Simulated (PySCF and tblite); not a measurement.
Values are calculated unless marked as measured or tabulated.
System: C₅H₁₂S₂, numbered as in [CH3:1][S:2][S:3][CH2:4][CH:5]([CH3:6])[CH3:7].

Level: PBE0/pcSseg-1 + D3(BJ) on GFN2-xTB stationary points, with GFN2-xTB thermal terms. Rate constants are transition-state-theory values, counting equivalent paths, without tunnelling. (PySCF 2.14 with density fitting, tblite 0.8.)

**Question.** Estimate the barrier and the room-temperature rate of the rotation about the C4–C5 bond (torsion S3–C4–C5–C6 from 172° to 68°, falling).

**Answer.** The electronic barrier is 3.4 kcal/mol and ΔG‡(298 K) 4.0 kcal/mol, over a C1 saddle with an imaginary mode of 54i cm⁻¹ (GFN2-xTB). With 1 equivalent path, k is 7.6×10⁹ s⁻¹, a mean lifetime of the start of 130 ps against this motion. The end lies 1.2 kcal/mol above the start in free energy.
